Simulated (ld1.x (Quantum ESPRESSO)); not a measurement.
## Pseudopotential generation for nitrogen (N): TM, PBE, scalar-relativistic.

The input file (ld1.x (Quantum ESPRESSO) 7.5):

```
&input
   title='N', zed=7., rel=1, dft='PBE', iswitch=3,
   config='[He] 2s2 2p3 3d-2',
   nld=3, rlderiv=2.15, eminld=-3.0, emaxld=5.0, deld=0.02
 /
 &inputp
   pseudotype=2, tm=.true., lloc=0,
   nlcc=.true., new_core_ps=.true.,
   file_pseudopw='N.UPF', file_wfcaegen='ae.wfc', file_wfcncgen='nc.wfc', file_beta='beta', file_chi='chi'
 /
3
2P  2  1   3.00   0.00  1.95  1.95  0.0
3D  3  2  -2.00   0.05  1.85  1.85  0.0
2S  1  0   2.00   0.00  0.80  0.80  0.0
 &test
   configts(1)='2s2 2p3'
 /
```

Command:

```bash
ld1.x < N.in > N.out
```

Resulting log (shortened: banner, matrices, multipoles, cross overlaps and the repeated all-electron block are left out):

```
Program LD1 v.7.5
     --------------------------- All-electron run ----------------------------

     N
     scalar relativistic calculation

     atomic number is  7.00
     dft =PBE   lsd =0 sic =0 latt =0  beta=0.20 tr2=1.0E-14
     Exchange-correlation= PBE
                           (   1   4   3   4   0   0   0)
     mesh =1085 r(mesh) =  99.89202 a.u. xmin = -7.00 dx = 0.01250
     1 Ry =  13.60569312 eV, c = 137.03599908

     n l     nl                  e(Ry)          e(Ha)          e(eV)
     1 0     1S 1( 2.00)       -28.2764       -14.1382      -384.7204
     2 0     2S 1( 2.00)        -1.3658        -0.6829       -18.5828
     2 1     2P 1( 3.00)        -0.5211        -0.2606        -7.0900

     final scf error:  5.8E-15 reached in  23 iterations

     Etot =    -108.906480 Ry,     -54.453240 Ha,   -1481.748142 eV

     Ekin =     108.686336 Ry,      54.343168 Ha,    1478.752934 eV
     Encl =    -256.222520 Ry,    -128.111260 Ha,   -3486.084983 eV
     Eh   =      51.762930 Ry,      25.881465 Ha,     704.270546 eV
     Exc  =     -13.133226 Ry,      -6.566613 Ha,    -178.686639 eV

     normalization and overlap integrals

     s(1S/1S) =  1.000000  <r> =   0.2297  <r2> =    0.0714  r(max) =   0.1483
     s(2S/2S) =  1.000000  <r> =   1.3197  <r2> =    2.1153  r(max) =   1.0167
     s(2P/2P) =  1.000000  <r> =   1.4841  <r2> =    2.9193  r(max) =   0.9793

     ------------------------ End of All-electron run ------------------------

     --------------------- Generating NC pseudopotential ---------------------

      Generating local pot.: lloc=0, matching radius rcloc =   0.8000

      Computing core charge for nlcc:

       r > 0.41 : true rho core
      Core charge pseudized with two Bessel functions
      Integrated core pseudo-charge :   1.27

      Wfc   2P  rcut= 1.972  Using Troullier-Martins method

      Wfc   3D  rcut= 1.830  Using Troullier-Martins method

     ------------------- End of pseudopotential generation -------------------

     Computing logarithmic derivative in   2.13904
     Computing logarithmic derivative in   2.13904
     Computing the partial wave expansion
       no projector for channel:   0
     R is outside the sphere for l=    1 j= 0.00
     R is outside the sphere for l=    2 j= 0.00

     ---------------------- Testing the pseudopotential ----------------------

     N
     scalar relativistic calculation

     atomic number is  7.00   valence charge is  5.00
     dft =PBE   lsd =0 sic =0 latt =0  beta=0.20 tr2=1.0E-14
     mesh =1085 r(mesh) =  99.89202 xmin = -7.00 dx = 0.01250

     n l     nl             e AE (Ry)        e PS (Ry)    De AE-PS (Ry)
     1 0     2S   1( 2.00)       -1.36581       -1.36583        0.00001
     2 1     2P   1( 3.00)       -0.52111       -0.52111        0.00000

     eps = 4.1E-16  iter = 14

     Etot =    -108.906480 Ry,     -54.453240 Ha,   -1481.748142 eV
     Etotps =   -22.686780 Ry,     -11.343390 Ha,    -308.669360 eV

     Ekin =      11.596849 Ry,       5.798424 Ha,     157.783164 eV
     Encl =     -38.717184 Ry,     -19.358592 Ha,    -526.774125 eV
     Ehrt =      16.091530 Ry,       8.045765 Ha,     218.936414 eV
     Ecxc =      -8.125636 Ry,      -4.062818 Ha,    -110.554911 eV
     (Ecc =      -3.521736 Ry,      -1.760868 Ha,     -47.915655 eV)
     Epseu=      -3.532338 Ry,      -1.766169 Ha,     -48.059902 eV

     ---------------------- End of pseudopotential test ----------------------
```

Generation and configuration tests took about 1.3 s on one core of a shared server CPU.

Transferability test of the new file with ld1.x, input:

```
&input
   title='N', zed=7., rel=1, dft='PBE', iswitch=2,
   config='[He] 2s2 2p3 3d-2'
 /
 &test
   file_pseudo='N.UPF', nconf=8,
   configts(1)='2s2 2p3',
   configts(2)='2s2 2p2',
   configts(3)='2s2 2p1',
   configts(4)='2s2 2p0',
   configts(5)='2s0 2p5',
   configts(6)='2s1 2p3',
   configts(7)='2s1 2p0',
   configts(8)='2s1 2p4'
 /
```

```bash
ld1.x < N.test.in > N.test.out
```

Pseudopotential blocks of its output, shortened (energy terms left out; the distinct warnings before each block abridged to one line each):

```
     ---------------------- Testing the pseudopotential ----------------------

     n l     nl             e AE (Ry)        e PS (Ry)    De AE-PS (Ry)
     1 0     2S   1( 2.00)       -1.36581       -1.36583        0.00001
     2 1     2P   1( 3.00)       -0.52111       -0.52111        0.00000

     eps = 6.0E-16  iter = 14

     Etot =    -108.906480 Ry,     -54.453240 Ha,   -1481.748142 eV
     Etotps =   -22.686780 Ry,     -11.343390 Ha,    -308.669360 eV

     ---------------------- End of pseudopotential test ----------------------

          ---------------------- Testing the pseudopotential ----------------------

     n l     nl             e AE (Ry)        e PS (Ry)    De AE-PS (Ry)
     1 0     2S   1( 2.00)       -2.38592       -2.38568       -0.00024
     2 1     2P   1( 2.00)       -1.52057       -1.51213       -0.00844  !

     eps = 2.6E-15  iter =  9

     Etot =    -107.907526 Ry,     -53.953763 Ha,   -1468.156687 eV
     Etotps =   -21.690530 Ry,     -10.845265 Ha,    -295.114691 eV
     dEtot_ae =       0.998954 Ry
     dEtot_ps =       0.996250 Ry,   Delta E=       0.002704 Ry

     ---------------------- End of pseudopotential test ----------------------

          ---------------------- Testing the pseudopotential ----------------------

     n l     nl             e AE (Ry)        e PS (Ry)    De AE-PS (Ry)
     1 0     2S   1( 2.00)       -3.61318       -3.59778       -0.01540  !
     2 1     2P   1( 1.00)       -2.75706       -2.71090       -0.04616  !

     eps = 6.4E-15  iter =  7

     Etot =    -105.786813 Ry,     -52.893407 Ha,   -1439.302915 eV
     Etotps =   -19.593602 Ry,      -9.796801 Ha,    -266.584533 eV
     dEtot_ae =       3.119667 Ry
     dEtot_ps =       3.093178 Ry,   Delta E=       0.026489 Ry

     ---------------------- End of pseudopotential test ----------------------

          ---------------------- Testing the pseudopotential ----------------------

     n l     nl             e AE (Ry)        e PS (Ry)    De AE-PS (Ry)
     1 0     2S   1( 2.00)       -5.00709       -4.94427       -0.06282  !
     2 1     2P   1( 0.00)       -4.19522       -4.05624       -0.13898  !

     eps = 5.2E-15  iter =  9

     Etot =    -102.326325 Ry,     -51.163163 Ha,   -1392.220578 eV
     Etotps =   -16.219807 Ry,      -8.109904 Ha,    -220.681721 eV
     dEtot_ae =       6.580155 Ry
     dEtot_ps =       6.466972 Ry,   Delta E=       0.113182 Ry

     ---------------------- End of pseudopotential test ----------------------

          ---------------------- Testing the pseudopotential ----------------------

     n l     nl             e AE (Ry)        e PS (Ry)    De AE-PS (Ry)
     1 0     2S   1( 0.00)       -1.42868       -1.43587        0.00719  !
     2 1     2P   1( 5.00)       -0.58014       -0.58630        0.00616  !

     eps = 1.5E-15  iter =  9

     Etot =    -107.213001 Ry,     -53.606501 Ha,   -1458.707190 eV
     Etotps =   -20.992193 Ry,     -10.496096 Ha,    -285.613331 eV
     dEtot_ae =       1.693479 Ry
     dEtot_ps =       1.694587 Ry,   Delta E=      -0.001108 Ry

     ---------------------- End of pseudopotential test ----------------------

          ---------------------- Testing the pseudopotential ----------------------

     n l     nl             e AE (Ry)        e PS (Ry)    De AE-PS (Ry)
     1 0     2S   1( 1.00)       -2.39419       -2.40643        0.01224  !
     2 1     2P   1( 3.00)       -1.52782       -1.53246        0.00463

     eps = 5.8E-17  iter =  9

     Etot =    -107.041641 Ry,     -53.520820 Ha,   -1456.375713 eV
     Etotps =   -20.816758 Ry,     -10.408379 Ha,    -283.226428 eV
     dEtot_ae =       1.864839 Ry
     dEtot_ps =       1.870021 Ry,   Delta E=      -0.005182 Ry

     ---------------------- End of pseudopotential test ----------------------

          Warning: n=2, l=1 expected 0 nodes, found 1
     ---------------------- Testing the pseudopotential ----------------------

     n l     nl             e AE (Ry)        e PS (Ry)    De AE-PS (Ry)
     1 0     2S   1( 1.00)       -6.43650       -6.35693       -0.07956  !
     2 1     2P   1( 0.00)       -5.70130       -5.47484       -0.22646  !

     eps = 2.5E-16  iter =  9

     Etot =     -96.606746 Ry,     -48.303373 Ha,   -1314.401743 eV
     Etotps =   -10.571462 Ry,      -5.285731 Ha,    -143.832071 eV
     dEtot_ae =      12.299733 Ry
     dEtot_ps =      12.115317 Ry,   Delta E=       0.184416 Ry

     ---------------------- End of pseudopotential test ----------------------

          ---------------------- Testing the pseudopotential ----------------------

     n l     nl             e AE (Ry)        e PS (Ry)    De AE-PS (Ry)
     1 0     2S   1( 1.00)       -1.39869       -1.40262        0.00394
     2 1     2P   1( 4.00)       -0.55190       -0.55526        0.00335

     eps = 4.4E-15  iter = 12

     Etot =    -108.060693 Ry,     -54.030347 Ha,   -1470.240630 eV
     Etotps =   -21.840693 Ry,     -10.920347 Ha,    -297.157773 eV
     dEtot_ae =       0.845786 Ry
     dEtot_ps =       0.846086 Ry,   Delta E=      -0.000300 Ry

     ---------------------- End of pseudopotential test ----------------------
```
